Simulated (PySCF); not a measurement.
**Oxygen: a sound run and one with changed settings**

Sound run: O²⁺ [He] 2s2 2p2, O³⁺ [He] 2s2 2p1. All numbers are calculated (PySCF 2.14, scalar relativity by spin-free X2C-1e, in aug-cc-pVDZ-DK). The sound run starts from symmetry-adapted Hartree-Fock orbitals and uses a fine grid where one is needed.

Changed run: initial guess minao, at most 5 SCF cycles. This setting is unsound on purpose.

```csv
species,method,sound run (hartree),changed run (hartree),converged
O²⁺,UHF,-73.13623,-73.13623,no
O²⁺,M06-2X,-73.30821,-73.30821,no
O²⁺,B3LYP,-73.31243,-73.31243,no
O³⁺,UHF,-71.12875,-71.12875,no
O³⁺,M06-2X,-71.28139,-71.28139,no
O³⁺,B3LYP,-71.27194,-71.27194,no
```

The SCF was stopped early; the energies are upper bounds that still move, and correlated levels were skipped or rest on poor orbitals.
